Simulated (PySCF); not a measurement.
Isomers C7H13OP:

A. SMILES C[C@H]1C[P@](=O)(C2CC2)C1
B. SMILES C/C=C\P1CCOCC1
C. `C1C2CCP(=O)(CC2)C1`

Spectrum 1. ¹³C{¹H} NMR (computed): δ 28.9 (CH2), 26.0 (CH), 25.4 (CH2).

Spectrum 2. ¹³C{¹H} NMR (computed): δ 146.9 (CH), 141.9 (CH), 70.6 (CH2), 31.8 (CH2), 21.0 (CH3).

Spectrum 3. ¹³C{¹H} NMR (computed): δ 48.2 (CH2), 26.1 (CH3), 19.6 (CH), 11.1 (CH), 2.2 (CH2).

PySCF 2.14 calculation with GFN2-xTB structure and shieldings: GIAO PBE0/pcSseg-1; equivalent nuclei averaged, non-relativistic Hamiltonian, no solvent model, single conformer.

Referencing at the same level of theory: TMS for ¹³C. Splittings of carbon signals by F and P are missing where no couplings were computed. Shifts are as computed. Against solution values, carbons near 30 ppm lie about +3 ppm off and those near 130 ppm about +5 ppm. Of 1211 compounds with measured shifts, 218 miss one by over three times the rms of a fit or turn the order of signals round; such compounds aren't used in these exercises.

Problem. Which spectrum belongs to which compound?

Solution. 1–C, 2–B, 3–A.

- Spectrum 1 (C): 3 ¹³C signals; δC 28.9 is an sp3 CH2 in a ring; δC 26.0 is an sp3 CH in a ring.
- Spectrum 2 (B): 5 ¹³C signals; δC 146.9 is an alkene CH; δC 141.9 is an alkene CH.
- Spectrum 3 (A): 5 ¹³C signals; δC 26.1 is a methyl carbon; δC 19.6 is an sp3 CH in a ring.
